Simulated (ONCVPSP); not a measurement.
# What one change does to a pseudopotential (niobium (Nb), ONCV)

Nb, optimised norm-conserving Vanderbilt (ONCV), made with ONCVPSP 4.0.1 (LDA (Perdew-Wang 92), scalar-relativistic). Core [Ar] 3d10, reference 4s2 4p6 4d4 5p1. Waves: 4s: rc 1.55 bohr, ncon 5, nbas 8, qcut 6.8 1/bohr, 2 projectors, debl 1.3 Ha; 4p+5p: rc 1.80 bohr, ncon 4, nbas 8, qcut 9.6 1/bohr, 2 projectors; 4d: rc 1.85 bohr, ncon 4, nbas 8, qcut 5.4 1/bohr, 1 projector. Local part: polynomial inside 1.20 bohr (lpopt 5, dvloc0 0 Ha). Core correction: Teter function, fcfact 4.75, rcfact 1.45.

In the s channel the program set the typed energies aside and used -2.194, 0.250 Ha.

All-electron outer shells of the reference configuration (LDA (PZ), scalar-relativistic, ld1.x):

```json
{"shell": "3d", "level (eV)": "-197.81", "outermost node (bohr)": "–", "outermost maximum (bohr)": "0.33"}
{"shell": "4s", "level (eV)": "-59.70", "outermost node (bohr)": "0.53", "outermost maximum (bohr)": "1.02"}
{"shell": "4p", "level (eV)": "-35.86", "outermost node (bohr)": "0.54", "outermost maximum (bohr)": "1.12"}
{"shell": "4d", "level (eV)": "-4.34", "outermost node (bohr)": "0.55", "outermost maximum (bohr)": "1.51"}
{"shell": "5p", "level (eV)": "-1.89", "outermost node (bohr)": "1.62", "outermost maximum (bohr)": "4.05"}
```

Change: p: rc 1.52.

Cutoffs: the cutoffs (Ha) at which the residual kinetic energy of the hardest occupied pseudo-wave falls to 1 and 0.1 mHa per electron; they do not see the model core or the augmentation charge, which bear on the density cutoff. Errors are all-electron minus pseudo energies relative to the spin-unpolarised reference configuration.

What does the change do?

The potential gets harder (23 Ha and 60 Ha → 28 Ha and 60 Ha); the errors of the 4 common tests hardly move; neither file shows a bound ghost. A smaller radius makes the pseudo-wave follow the all-electron one further in, where it bends more sharply, so more plane waves are needed.

| quantity | base | changed |
| --- | --- | --- |
| cutoff, loose | 23 Ha | 28 Ha |
| cutoff, tight | 60 Ha | 60 Ha |
| loose cutoff by channel | s 23 Ha, p 22 Ha, d 15 Ha | s 23 Ha, p 28 Ha, d 15 Ha |
| bound ghosts | none | none |
| GHOST(+) flags under 300 eV | s at 204.3 eV | s at 204.3 eV |
| error for 4s2 4p6 4d4 5s1 5p0, meV [ΔE -3.05 eV] | +0.4 | +0.3 |
| error for 4s2 4p6 4d4 5p0, meV [ΔE 3.86 eV] | -0.8 | -0.8 |
| error for 4s2 4p6 4d3 5p0, meV [ΔE 18.14 eV] | 0.0 | -0.1 |
| error for 4s1 4p6 4d4 5s1 5p0, meV [ΔE 61.08 eV] | -57 | -62 |
| s: phases at 1.57 bohr within 0.05 rad from the reference energy up to (Ha; the scan ends near 5) | to the end of the scan | to the end of the scan |
| d: phases at 1.88 bohr within 0.05 rad from the reference energy up to (Ha; the scan ends near 5) | 3.0 | 3.0 |
| rms error of d²Exc/dni dnj with the model core, mHa | 0.36 | 0.31 |
